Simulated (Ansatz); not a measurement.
Reaction (redistribution): `O[SiH]1CCO1` + `S[SiH2]C[SeH]` → `O[Si]1(S)CCO1` + `[SiH3]C[SeH]`

Program: Ansatz. Geometries: PBE0-D4/def2-TZVP. ΔE: electronic, gas phase. CCSD(T)/CBS is the MP2 limit (def2-TZVPP, def2-QZVPP) plus CCSD(T) − MP2 in def2-TZVPP, frozen cores. For Se outer-core shells are correlated without core-valence functions, which leaves a few kJ/mol of doubt a bond. Scalar relativity is left out up to krypton. Each species was taken in one conformer, which may not be the lowest.

| species | CCSD(T)/CBS(def2) energy (Eh) |
| --- | --- |
| `O[SiH]1CCO1` | -519.21558 |
| `S[SiH2]C[SeH]` | -3129.24792 |
| `O[Si]1(S)CCO1` | -917.03352 |
| `[SiH3]C[SeH]` | -2731.43590 |

Problem. Work out ΔE.

Solution. ΔE = (-917.03352) + (-2731.43590) − (-519.21558) − (-3129.24792) = -0.00592 Eh = -0.16 eV.

Largest T1 diagnostic among the species: 0.012.

In def2-TZVPP, CCSD(T) changes the Hartree–Fock value by −0.05 eV (the triples alone add −0.01 eV) and MP2 by −0.04 eV. The D4 term adds −0.03 eV with B3LYP and −0.02 eV with PBE0; it sums over pairs of atoms, weighted by their polarisabilities, and B3LYP, whose exchange is more repulsive, gets the larger term.

B3LYP here is the variant with VWN-RPA as its local correlation; programs differ in this.
